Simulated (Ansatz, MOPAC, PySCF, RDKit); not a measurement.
HF (SMILES F) and SiH4 (SMILES [SiH4]) are pulled apart as rigid monomers along the line of their centres of mass, from the B3LYP-D3(BJ)/def2-TZVP minimum. Starting geometry (charge 0, multiplicity 1):
```xyz
7

F     -0.20220    -0.42935    -0.46784
H     -0.10079    -0.77049     0.39116
Si    -0.03858     0.13559     3.06352
H      0.04706    -1.01661     2.12283
H      1.04913     1.08375     2.74880
H      0.11493    -0.39663     4.43365
H     -1.35700     0.78090     2.90078
```

Interaction energies with rigid monomers; basis-set methods are counterpoise corrected unless marked otherwise.

Rows in 6-31G* carry no dispersion term and start afresh at each structure (6-31G* with six Cartesian d functions). MP2/6-31G* freezes PySCF's default core. The state that PM7 reach isn't checked; PM7 holds dispersion and hydrogen-bond terms.

The values were computed with Ansatz (a program for electronic structure) with Gaussian orbitals; MOPAC for PM7 (differences of heats of formation); PySCF for 6-31G* rows, the dispersion terms; RDKit for the force fields. 

```json
[
 {"H2···H4 (Å)": "1.59", "UFF (meV)": "2439.1", "PM7 (meV)": "157.0", "HF/6-31G* (no counterpoise) (meV)": "40.5", "B3LYP-D4/def2-TZVPPD (meV)": "-58.5", "MP2/6-31G* (meV)": "80.8"},
 {"H2···H4 (Å)": "1.76", "UFF (meV)": "699.4", "PM7 (meV)": "103.3", "HF/6-31G* (no counterpoise) (meV)": "-14.1", "B3LYP-D4/def2-TZVPPD (meV)": "-72.9", "MP2/6-31G* (meV)": "19.7"},
 {"H2···H4 (Å)": "2.01", "UFF (meV)": "___", "PM7 (meV)": "50.7", "HF/6-31G* (no counterpoise) (meV)": "-41.6", "B3LYP-D4/def2-TZVPPD (meV)": "-65.1", "MP2/6-31G* (meV)": "-18.1"},
 {"H2···H4 (Å)": "2.43", "UFF (meV)": "-10.5", "PM7 (meV)": "6.8", "HF/6-31G* (no counterpoise) (meV)": "-35.1", "B3LYP-D4/def2-TZVPPD (meV)": "-36.6", "MP2/6-31G* (meV)": "-24.6"},
 {"H2···H4 (Å)": "3.12", "UFF (meV)": "-9.0", "PM7 (meV)": "___", "HF/6-31G* (no counterpoise) (meV)": "-14.4", "B3LYP-D4/def2-TZVPPD (meV)": "-9.5", "MP2/6-31G* (meV)": "-12.1"}
]
```

What belongs in the gaps?


- 3.12, PM7 (meV): -6.0
- 2.01, UFF (meV): 105.6
